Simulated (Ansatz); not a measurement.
Calculated with Ansatz (gas phase, PBE0-D4/def2-TZVP geometries, no zero-point term in ΔE). CCSD(T)/CBS adds triple-zeta CCSD(T) − MP2 to the extrapolated MP2 energy (def2 sets, frozen cores). Functionals use def2-TZVPP. One conformer a species, not always the lowest.

Consider the redistribution: `C[SiH2][B](C)[AlH2]` + `F[SiH](F)F` → `C[B](F)[AlH2]` + `C[SiH2][SiH](F)F`.

**Question.** Is it downhill or uphill in electronic energy at CCSD(T)/CBS, and by how much? (Best estimate.)

**Answer.** The calculation gave: Uphill: ΔE = +4.6 kcal/mol.

**Question.** What do these levels give: PBE-D4, r2SCAN-D4, PBE0-D4, ωB97X-V, B2PLYP, SCS-MP2/def2-TZVPP? (An estimate is asked.)

**Answer.** Computed: PBE-D4 0.1, r2SCAN-D4 3.5, PBE0-D4 1.6, ωB97X-V 1.5, B2PLYP 2.2, SCS-MP2/def2-TZVPP 4.6 kcal/mol.

Largest T1 diagnostic among the species: 0.013.

The D4 term adds +1.1 kcal/mol with B3LYP and +0.6 kcal/mol with PBE0; it sums over pairs of atoms, weighted by their polarisabilities, and B3LYP, whose exchange is more repulsive, gets the larger term. In def2-TZVPP, CCSD(T) changes the Hartree–Fock value by +1.3 kcal/mol (the triples alone add −0.0 kcal/mol) and MP2 by +2.4 kcal/mol.

B3LYP here is the variant with VWN-RPA as its local correlation; programs differ in this.
